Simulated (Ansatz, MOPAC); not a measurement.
Spectroscopic constants of Zn2, closed-shell singlet (lowest of 2S+1 = 1, 3 at CCSD(T)/def2-TZVPP on PBE0 minima; our sources give no spin for the ground state, which may be another). No spin–orbit coupling. Zn is treated without relativity.

The constants come from a fifth-degree fit in 1/R (seven points, main isotopes). Runs in def2 and cc sets follow the lowest solution found near the PBE0 minimum. The singlet is held restricted.

The state that PM7 reach isn't checked; PM7 holds dispersion and hydrogen-bond terms.

Run with Ansatz (a first-principles code) with Gaussian orbitals; MOPAC for PM7 (differences of heats of formation). Each number belongs to the level named beside it.

Problem. What bond length and harmonic frequency does PM7 give?

Solution. r_e = 3.362 Å, ω_e = 77 cm⁻¹.

Problem. What bond length and harmonic frequency does PBE/def2-TZVPP give?

Solution. r_e = 3.157 Å, ω_e = 54 cm⁻¹.

Problem. What bond length and harmonic frequency does PBE0/def2-TZVPP give?

Solution. r_e = 3.298 Å, ω_e = 44 cm⁻¹.
